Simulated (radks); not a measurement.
Species: the tantalum ion Ta26+. Configuration: [Kr] 4d10 4f1 (the NIST ground configuration).

Method: Dirac Kohn-Sham, PBE, spin-unpolarised, spherical densities, finite nucleus; open shells fill j = l - 1/2 first; Fermi nuclear charge, rms radius 5.3507 fm; computed with a radial shooting solver on a logarithmic mesh with Libxc functionals.

Energy parts (hartree):
total: -15322.7066
kinetic: 17232.6057
electron-nucleus: -36679.6072
Hartree: 4407.7384
exchange-correlation: -283.4433

Orbitals (lengths in bohr, moments of r in powers of bohr):
\begin{tabular}{lrrr}
orbital & occ. & eigenvalue (hartree) & <1/r> \\ \hline
1s1/2 & 2 & -2502.783 & 85.40 \\
2s1/2 & 2 & -455.8514 & 20.73 \\
2p1/2 & 2 & -437.0507 & 20.71 \\
2p3/2 & 4 & -390.4141 & 17.49 \\
3s1/2 & 2 & -128.9332 & 7.632 \\
3p1/2 & 2 & -120.6047 & 7.545 \\
3p3/2 & 4 & -110.5042 & 6.721 \\
3d3/2 & 4 & -96.44405 & 6.603 \\
3d5/2 & 6 & -94.25011 & 6.407 \\
4s1/2 & 2 & -49.02493 & 3.401 \\
4p1/2 & 2 & -45.52038 & 3.315 \\
4p3/2 & 4 & -42.79443 & 3.042 \\
4d3/2 & 4 & -37.01319 & 2.894 \\
4d5/2 & 6 & -36.45923 & 2.831 \\
4f5/2 & 1 & -29.36864 & 2.602 \\
4f7/2 & 0 & -29.23241 & 2.581 \\
5s1/2 & 0 & -25.00020 & 1.780 \\
5p1/2 & 0 & -23.48696 & 1.726 \\
5p3/2 & 0 & -22.52923 & 1.626 \\
\end{tabular}

The highest occupied level is 4f5/2 at -799.16 eV. For comparison, the ionisation energy in NIST's Atomic Spectra Database is 832 eV (theoretical). In exact Kohn-Sham theory the highest level is minus the ionisation energy, but local and semilocal functionals leave it too shallow, through self-interaction and a potential that decays too fast; potentials with the right tail come closer. The electron density at the nucleus is 1.312e+06 e/bohr^3. The density falls to 0.001 e/bohr^3 at r = 1.29 bohr.

Beside tabulated values, note that spin-unpolarised runs miss the spin-polarisation part of the exchange energy of open shells.
